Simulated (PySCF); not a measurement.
CH₅Al₂B (calculated)

Computed with PySCF 2.14.0. Calculation on a computer-drawn molecule: the log of a Hartree-Fock and frozen-core CCSD(T) single point meant for a local Hartree-Fock minimum, with one planted fault or none, to be diagnosed. Offsets are logged minus clean, where the clean run is the same molecule without the fault. The reference is restricted for singlets and unrestricted otherwise, and also for a bond in bohr or an excited solution. Adding or removing an electron swaps singlet and doublet. The excited solution moves the top pair (singlet) or top alpha electron (doublet) to the lowest empty orbital. Highest occupied and lowest empty are orbital energies over both spins, largest force is the largest gradient component, triples share is (T) over the correlation energy, the T1 limit is 0.02 restricted and 0.045 unrestricted, electrons count all cores, a negative frequency is imaginary (commonest isotopes), and the dipole is about the centre of nuclear charge.

```xyz
9
formula=CH5Al2B meant_charge=0 meant_multiplicity=1 meant_basis=cc-pV(D+d)Z logged_electrons=42 logged_basis_functions=99 logged_SCF_converged=yes logged_spin_squared=2.0075 logged_highest_occupied=-5.9902 logged_lowest_empty=0.2102 logged_largest_force=0.010914 logged_T1_diagnostic=0.01742 logged_D1_diagnostic=0.068506 logged_triples_share=0.030095 logged_CC_converged=yes logged_dipole_magnitude=0.82067 logged_SCF_stable_within_its_kind=yes logged_energy_HF=-549.1879 logged_energy_CCSD(T)=-549.56724 possible_faults=no_fault,one_electron_removed,one_electron_added,multiplicity_raised_by_two,geometry_at_a_saddle_point,SCF_held_on_an_excited_solution,minimal_basis_STO-3G,one_bond_length_entered_in_bohr,all_coordinates_scaled planted_fault=multiplicity_raised_by_two HF_energy_offset_from_clean_run=32.3 CCSD(T)_energy_offset_from_clean_run=48.74
B      0.5635    -2.8645    -2.0354
Al    -0.3993    -1.0173    -1.4904
C      0.5758     0.5324    -0.8086
Al     0.7708     0.9616     1.1266
H      0.8113    -3.7354    -1.2379
H      0.8989    -3.1201    -3.1653
H     -1.9872    -0.9152    -1.5912
H      0.0862     1.4387    -1.2119
H      1.6120     0.5214    -1.1911
```

Units: logged_highest_occupied, logged_lowest_empty in eV; logged_largest_force in hartree/bohr; logged_dipole_magnitude in debye; logged_energy_HF, logged_energy_CCSD(T) in hartree; HF_energy_offset_from_clean_run, CCSD(T)_energy_offset_from_clean_run in kcal/mol.

Drawn bonds:
```tsv
atom	other atom	order
1	2	1
2	3	1
3	4	1
1	5	1
1	6	1
2	7	1
3	8	1
3	9	1
```
